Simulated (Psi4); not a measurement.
Br₄Ta (SMILES [Br][Ta]([Br])([Br])[Br]), doublet, at a GFN2-xTB geometry (such geometries of metal compounds can be far from the true shape) (the multiplicity is a formal guess) (core potentials on Ta); Psi4 1.11 with HF/def2-SVP.

Here is a job for Psi4.
```
memory 2 GB

molecule {
0 2
  Ta    0.00000000   -0.00000000   -0.00000000
  Br    1.62221601   -0.61570459   -1.73030567
  Br    0.20685615    0.40189462    2.40838657
  Br   -0.51326511    2.28018659   -0.73616754
  Br   -1.31580705   -2.06637663    0.05808664
}

set basis def2-svp
set reference rohf

energy('scf')
print_variables()
```

Task: What does Psi4 print? Leave out banner, timings and long lists.

Result: 
```
   => Loading Basis Set <=

    Name: DEF2-SVP
    Role: ORBITAL
    Keyword: BASIS

    !!!  WARNING: ECP capability is in beta. Please check occupations closely.  !!!

         ---------------------------------------------------------
                                   SCF
               by Justin Turney, Rob Parrish, Andy Simmonett
                          and Daniel G. A. Smith
                             ROHF Reference
         ---------------------------------------------------------

  ==> Geometry <==

    Molecular point group: c1
    Full point group: C1

    Geometry (in Angstrom), charge = 0, multiplicity = 2:

       Center              X                  Y                   Z               Mass
    ------------   -----------------  -----------------  -----------------  -----------------
         TA           0.000000000000     0.000000001589     0.000000000000   180.947995800000
         BR           1.622216010000    -0.615704588411    -1.730305670000    78.918337600000
         BR           0.206856150000     0.401894621589     2.408386570000    78.918337600000
         BR          -0.513265110000     2.280186591589    -0.736167540000    78.918337600000
         BR          -1.315807050000    -2.066376628411     0.058086640000    78.918337600000

  Running in c1 symmetry.

  Rotational constants: A =      0.01533  B =      0.01533  C =      0.01059 [cm^-1]
  Rotational constants: A =    459.55689  B =    459.55689  C =    317.53139 [MHz]
  Nuclear repulsion = 1376.349183997945147

  Charge       = 0
  Multiplicity = 2
  Electrons    = 153
  Nalpha       = 77
  Nbeta        = 76

  ==> Algorithm <==

  SCF Algorithm Type is DF.
  DIIS enabled.
  MOM disabled.
  Fractional occupation disabled.
  Guess Type is SAD.
  Energy threshold   = 1.00e-06
  Density threshold  = 1.00e-06
  Integral threshold = 1.00e-12

  ==> Primary Basis <==

  Basis Set: DEF2-SVP
    Blend: DEF2-SVP
    Number of shells: 60
    Number of basis functions: 160
    Number of Cartesian functions: 177
    Spherical Harmonics?: true
    Max angular momentum: 3

  Core potential: DEF2-SVP
    Number of shells: 4
    Number of ECP primitives: 10
    Number of ECP core electrons: 60
    Max angular momentum: 3

   => Loading Basis Set <=

    Name: (DEF2-SVP AUX)
    Role: JKFIT
    Keyword: DF_BASIS_SCF

  ==> Integral Setup <==

  SCF_SUBTYPE=INCORE selected. In-core MEM_DF algorithm will be used.
  Using in-core AOs.

  ==> MemDFJK: Density-Fitted J/K Matrices <==

    J tasked:                   Yes
    K tasked:                   Yes
    wK tasked:                   No
    Algorithm:                 Core
    Schwarz Cutoff:           1E-12
    Mask sparsity (%):      17.9688
    Fitting Condition:        1E-10

   => Auxiliary Basis Set <=

  Basis Set: (DEF2-SVP AUX)
    Blend: DEF2-UNIVERSAL-JKFIT
    Number of shells: 285
    Number of basis functions: 1291
    Number of Cartesian functions: 1825
    Spherical Harmonics?: true
    Max angular momentum: 6

  Minimum eigenvalue in the overlap matrix is 7.3094874889E-03.
  Reciprocal condition number of the overlap matrix is 1.7994910206E-03.
    Using symmetric orthogonalization.

  ==> Pre-Iterations <==

  SCF Guess: Superposition of Atomic Densities via on-the-fly atomic UHF (no occupation information).

   -------------------------
    Irrep   Nso     Nmo
   -------------------------
     A        160     160
   -------------------------
    Total     160     160
   -------------------------

  ==> Iterations <==

                           Total Energy        Delta E     RMS |[F,P]|

   @DF-ROHF iter SAD: -10337.64431075852917   -1.03376e+04   0.00000e+00
   @DF-ROHF iter   1: -10343.92372095618157   -6.27941e+00   9.98361e-03 DIIS
   @DF-ROHF iter   2: -10343.51675236809569    4.06969e-01   9.06168e-03 DIIS
   @DF-ROHF iter   3: -10344.86065091799537   -1.34390e+00   2.38481e-03 DIIS
   @DF-ROHF iter   4: -10345.01858929579794   -1.57938e-01   3.48005e-04 DIIS
   @DF-ROHF iter   5: -10345.02722281769275   -8.63352e-03   1.36548e-04 DIIS
   @DF-ROHF iter   6: -10345.02931355042529   -2.09073e-03   6.83239e-05 DIIS
   @DF-ROHF iter   7: -10345.03027894813022   -9.65398e-04   4.73330e-05 DIIS
   @DF-ROHF iter   8: -10345.03088414366539   -6.05196e-04   3.20280e-05 DIIS
   @DF-ROHF iter   9: -10345.03129116906348   -4.07025e-04   1.82863e-05 DIIS
   @DF-ROHF iter  10: -10345.03145037274771   -1.59204e-04   6.64071e-06 DIIS
   @DF-ROHF iter  11: -10345.03146755256603   -1.71798e-05   1.97270e-06 DIIS
   @DF-ROHF iter  12: -10345.03146840713089   -8.54565e-07   8.33252e-07 DIIS
  Energy and wave function converged.

  ==> Post-Iterations <==

    Orbital Energies [Eh]
    ---------------------

    Doubly Occupied:

       1A   -489.993016     2A   -489.993006     3A   -489.993001
       4A   -489.992997     5A    -65.161972     6A    -65.161964
       7A    -65.161962     8A    -65.161960     9A    -58.533244
      10A    -58.533232    11A    -58.533228    12A    -58.533224
      13A    -58.532827    14A    -58.532819    15A    -58.532814
      16A    -58.532813    17A    -58.532792    18A    -58.532782
      19A    -58.532778    20A    -58.532772    21A     -9.853607
      22A     -9.853603    23A     -9.853602    24A     -9.853598
      25A     -7.466993    26A     -7.466990    27A     -7.466989
      28A     -7.466985    29A     -7.463182    30A     -7.463178
      31A     -7.463177    32A     -7.463175    33A     -7.463028
      34A     -7.463025    35A     -7.463025    36A     -7.463019
      37A     -3.310555    38A     -3.208303    39A     -3.208300
      40A     -3.208298    41A     -3.208211    42A     -3.206848
      43A     -3.206844    44A     -3.206841    45A     -3.206840
      46A     -3.206695    47A     -3.206693    48A     -3.206689
      49A     -3.206684    50A     -3.203190    51A     -3.203190
      52A     -3.203184    53A     -3.203184    54A     -3.203183
      55A     -3.203182    56A     -3.203176    57A     -3.203176
      58A     -1.887492    59A     -1.887479    60A     -1.875431
      61A     -1.037722    62A     -1.019713    63A     -1.015712
      64A     -1.015709    65A     -0.550295    66A     -0.527110
      67A     -0.500534    68A     -0.494367    69A     -0.494357
      70A     -0.473167    71A     -0.473162    72A     -0.463637
      73A     -0.461422    74A     -0.429988    75A     -0.429978
      76A     -0.420489

    Singly Occupied:

      77A     -0.176861

    Virtual:

      78A      0.001584    79A      0.017489    80A      0.017534
      81A      0.047648    82A      0.092013    83A      0.126300
      84A      0.151821    85A      0.151822    86A      0.217015
      87A      0.279356    88A      0.309576    89A      0.309588
      90A      0.331201    91A      0.405557    92A      0.534713
      93A      0.534730    94A      0.566773    95A      0.597648
      96A      0.597650    97A      0.621275    98A      0.626796
      99A      0.639841   100A      0.650277   101A      0.650280
     102A      0.677364   103A      0.677366   104A      0.690386
     105A      0.704466   106A      0.711335   107A      0.713423
     108A      0.715861   109A      0.715862   110A      0.723915
     111A      0.770504   112A      0.776517   113A      0.791858
     114A      0.791860   115A      0.809780   116A      0.826754
     117A      0.826759   118A      0.858271   119A      0.888643
     120A      0.888645   121A      0.914627   122A      0.989814
     123A      0.989816   124A      1.002937   125A      1.019965
     126A      1.156569   127A      1.167235   128A      1.196511
     129A      1.214237   130A      1.214238   131A      1.236863
     132A      1.257260   133A      1.257271   134A      1.382901
     135A      1.407892   136A      1.649720   137A      1.649729
     138A      1.722049   139A      3.873434   140A      3.876977
     141A      3.876979   142A      3.879201   143A      3.880356
     144A      3.893151   145A      3.893152   146A      3.899246
     147A      3.924332   148A      3.941514   149A      3.941518
     150A      3.973102   151A      3.982819   152A      3.989553
     153A      3.989554   154A      4.052105   155A      4.128212
     156A      4.128214   157A      4.134914   158A      4.209082
     159A     70.443408   160A    642.930129

    Final Occupation by Irrep:
              A
    DOCC [    76 ]
    SOCC [     1 ]
    NA   [    77 ]
    NB   [    76 ]

  @DF-ROHF Final Energy: -10345.03146840713089

   => Energetics <=

    Nuclear Repulsion Energy =           1376.3491839979451470
    One-Electron Energy =              -17172.5889475686781225
    Two-Electron Energy =                5451.2082951636020880
    Total Energy =                     -10345.0314684071308875

Computation Completed

Properties will be evaluated at   0.000000,   0.000000,   0.000000 [a0]

Properties computed using the SCF density matrix

 Multipole Moments:

 ------------------------------------------------------------------------------------
     Multipole            Electronic (a.u.)      Nuclear  (a.u.)        Total (a.u.)
 ------------------------------------------------------------------------------------

 L = 1.  Multiply by 2.5417464519 to convert [e a0] to [Debye]
 Dipole X            :         -0.0000988           -0.0000000           -0.0000988
 Dipole Y            :         -0.0002317           -0.0000002           -0.0002319
 Dipole Z            :         -0.0001791            0.0000000           -0.0001791
 Magnitude           :                                                    0.0003092

 ------------------------------------------------------------------------------------

  Variable Map:
  ----------------------------------------------------------------------------
  "CURRENT ENERGY"           =>  -10345.031468407131
  "CURRENT REFERENCE ENERGY" =>  -10345.031468407131
  "DD SOLVATION ENERGY"      =>       0.000000000000
  "HF KINETIC ENERGY"        =>   10307.937158785728
  "HF POTENTIAL ENERGY"      =>  -20652.968627192859
  "HF TOTAL ENERGY"          =>  -10345.031468407131
  "HF VIRIAL RATIO"          =>       2.003598616197
  "NUCLEAR REPULSION ENERGY" =>    1376.349183997945
  "ONE-ELECTRON ENERGY"      =>  -17172.588947568678
  "PCM POLARIZATION ENERGY"  =>       0.000000000000
  "PE ENERGY"                =>       0.000000000000
  "SCF ITERATION ENERGY"     =>  -10345.031468407131
  "SCF ITERATIONS"           =>      12.000000000000
  "SCF TOTAL ENERGY"         =>  -10345.031468407131
  "TWO-ELECTRON ENERGY"      =>    5451.208295163602

  Array Variable Map:
  ----------------------------------------------------------------------------
  "CURRENT DIPOLE"           =>      -0.000098842036 ... -0.000179069394 1 by 3
  "SCF DIPOLE"               =>      -0.000098842036 ... -0.000179069394 1 by 3
  "SCF TOTAL ENERGIES"       =>  -10337.644310758529 ... -10345.031468407131 1 by 13
```
